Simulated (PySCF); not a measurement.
Dipole response of Si⁺ (silicon, charge +1)

[Ne] 3s1 3p2, high-spin 4P determinant (an excited configuration). All numbers are calculated (PySCF 2.14, the non-relativistic Hamiltonian (point nucleus), in aug-cc-pV(Q+d)Z (7s6p5d3f2g, 89 functions)). Coupled (time-dependent) response in atomic units; α is the mean over directions.

```json
{"method": "UHF", "mean α (bohr³)": "17.68", "α xx, yy, zz": "18.27, 17.38, 17.38", "C₆ (like pair)": "89.60", "S(−4)": "127.4"}
{"method": "PBE", "mean α (bohr³)": "18.14", "α xx, yy, zz": "18.06, 18.17, 18.17", "C₆ (like pair)": "92.13", "S(−4)": "139.1"}
{"method": "PBE0", "mean α (bohr³)": "17.87", "α xx, yy, zz": "18.02, 17.79, 17.79", "C₆ (like pair)": "90.43", "S(−4)": "133.2"}
{"method": "MN15", "mean α (bohr³)": "17.68", "α xx, yy, zz": "18.00, 17.52, 17.52", "C₆ (like pair)": "84.90", "S(−4)": "144.1"}
{"method": "BLYP", "mean α (bohr³)": "18.17", "α xx, yy, zz": "17.83, 18.33, 18.33", "C₆ (like pair)": "92.05", "S(−4)": "140.9"}
```

S(−4) is the Cauchy moment in α(ω) = α(0) + S(−4) ω² + …

α(iu) at PBE:

```tsv
u (hartree)	α(iu) (bohr³)
0	18.14
0.0500	17.80
0.100	16.85
0.200	13.93
0.300	10.87
0.500	6.488
0.750	3.722
1.00	2.388
1.50	1.245
2.00	0.7880
3.00	0.4254
5.00	0.2038
```

For an ion, C₆ is the dispersion term alone; charge-induced terms of lower order in 1/R come first.

The components differ because the open shell of this determinant is not spherical; for a pure term their mean is the scalar polarisability.
